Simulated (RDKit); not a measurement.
Input file for RDKit: MMFF94 on H2S (SMILES S).

```python
from rdkit import Chem
from rdkit.Chem import AllChem, rdDetermineBonds

blocks = [
'''3

S     0.19928118    0.05998854    3.47284555
H    -0.32056861    1.29037933    3.33843434
H    -1.00446254   -0.52493055    3.36797086
''',
]
mol = None
for b in blocks:
    f = Chem.MolFromXYZBlock(b)
    rdDetermineBonds.DetermineBonds(f, charge=0)
    mol = f if mol is None else Chem.CombineMols(mol, f)
Chem.SanitizeMol(mol)
print(Chem.MolToSmiles(Chem.RemoveHs(mol)))
ff = AllChem.MMFFGetMoleculeForceField(mol, AllChem.MMFFGetMoleculeProperties(mol), nonBondedThresh=100.0, ignoreInterfragInteractions=False)
e = ff.CalcEnergy()
print(f'MMFF94 energy {e:.6f} kcal/mol')
```

Output:

```
S
MMFF94 energy 0.012305 kcal/mol
```

The run finished.

Cost: about 0.05 core-seconds (a rough figure).
